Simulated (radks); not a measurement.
A nucleus of charge 74.1 with 72 electrons, 72 electrons, occupied as [Xe] 4f14 5d4.

Calculated with a radial shooting solver on a logarithmic mesh with Libxc functionals: non-relativistic Kohn-Sham, PBE, spin-polarised, spherical densities, point nucleus; open shells are filled with parallel spins first (spin-orbit coupling, left out, can overturn this in heavy ions); relativity is left out, which matters for an element this heavy.

Energy parts (eV):
| part | energy |
|---|---|
| total | -417413.82 |
| kinetic | 417306.39 |
| electron-nucleus | -992839.15 |
| Hartree | 166473.97 |
| exchange-correlation | -8355.03 |

Orbitals (lengths in bohr, moments of r in powers of bohr; <r^-3> diverges for s and p1/2):
| orbital | occ. | eigenvalue (eV) | <r^-3> | <r^2> |
|---|---|---|---|---|
| 1s down | 1 | -63947.40 | - | 0.0005585 |
| 1s up | 1 | -63947.40 | - | 0.0005585 |
| 2s up | 1 | -10528.04 | - | 0.008742 |
| 2s down | 1 | -10527.82 | - | 0.008742 |
| 2p up | 3 | -10092.68 | 14250 | 0.006463 |
| 2p down | 3 | -10092.52 | 14250 | 0.006463 |
| 3s up | 1 | -2417.624 | - | 0.05480 |
| 3s down | 1 | -2417.563 | - | 0.05480 |
| 3p up | 3 | -2215.811 | 3047 | 0.05068 |
| 3p down | 3 | -2215.746 | 3047 | 0.05068 |
| 3d up | 5 | -1839.642 | 537.3 | 0.03941 |
| 3d down | 5 | -1839.511 | 537.2 | 0.03941 |
| 4s up | 1 | -497.9321 | - | 0.2695 |
| 4s down | 1 | -497.7839 | - | 0.2695 |
| 4p up | 3 | -413.5513 | 693.5 | 0.2795 |
| 4p down | 3 | -413.3940 | 693.3 | 0.2795 |
| 4d up | 5 | -259.8068 | 105.8 | 0.3041 |
| 4d down | 5 | -259.6106 | 105.8 | 0.3038 |
| 5s up | 1 | -82.7492 | - | 1.537 |
| 5s down | 1 | -80.5854 | - | 1.513 |
| 4f up | 7 | -59.3205 | 20.17 | 0.4308 |
| 4f down | 7 | -58.9427 | 20.30 | 0.4235 |
| 5p up | 3 | -58.4793 | 98.41 | 1.892 |
| 5p down | 3 | -55.9932 | 101.5 | 1.863 |
| 5d up | 4 | -22.8566 | 7.786 | 3.799 |
| 5d down | 0 | -19.9651 | 7.873 | 3.891 |

The highest occupied level is 5d up at -22.857 eV. Summed over all electrons, <r^2> = 41.61 bohr^2, which gives a Langevin (diamagnetic) susceptibility term of -33 x 10^-6 cm^3/mol. The density falls to 0.001 e/bohr^3 at r = 3.63 bohr.
